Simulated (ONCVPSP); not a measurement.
## thulium: ONCV pseudisation with LDA (Perdew-Zunger), scalar-relativistic reference atom.

* Element: thulium
* Generator: ONCVPSP 4.0.1
* Type: optimised norm-conserving Vanderbilt (ONCV)
* Functional: LDA (Perdew-Zunger)
* Relativity: scalar-relativistic
* Frozen core: [Kr] 4d10 4f12
* Valence charge: 11
* Reference configuration: 5s2 5p6 5d1 6s1 6p1
* Partial waves: 5s+6s: rc 1.85 bohr, ncon 4, nbas 7, qcut 7.1 1/bohr, 2 projectors; 5p+6p: rc 2.35 bohr, ncon 3, nbas 6, qcut 4.5 1/bohr, 3 projectors, debl 3.9 Ha; 5d: rc 3.10 bohr, ncon 4, nbas 8, qcut 5.6 1/bohr, 2 projectors, debl 2.5 Ha
* Local potential: polynomial inside 1.20 bohr (lpopt 5, dvloc0 0 Ha)
* Core correction: polynomial model core, fcfact 0.2

Poles of the logarithmic derivatives, all-electron (AE) and pseudo (PS). s: poles at -1.7 (AE) and -1.7, 2.6 (PS) Ha. p: poles at -1.0, 3.3 (AE) and -1.0, 3.3 (PS) Ha. d: poles at 0.1, 2.3 (AE) and 0.1, 2.3 (PS) Ha. Test radii: s 1.88, p 2.39, d 3.15 bohr.

* Cutoffs needed: 17 Ha and 20 Ha (the cutoffs (Ha) at which the residual kinetic energy of the hardest occupied pseudo-wave falls to 1 and 0.1 mHa per electron)
* Ghost test: no bound ghost flagged; GHOST(+) flagged for s at 69.9 eV
* Largest excitation error: -19 meV (all-electron minus pseudo) for 5s2 5p6 5d1 6s0 6p0, out of 4 test configurations
* rms error of d²Exc/dni dnj: 5.87 mHa without and 2.83 mHa with the model core
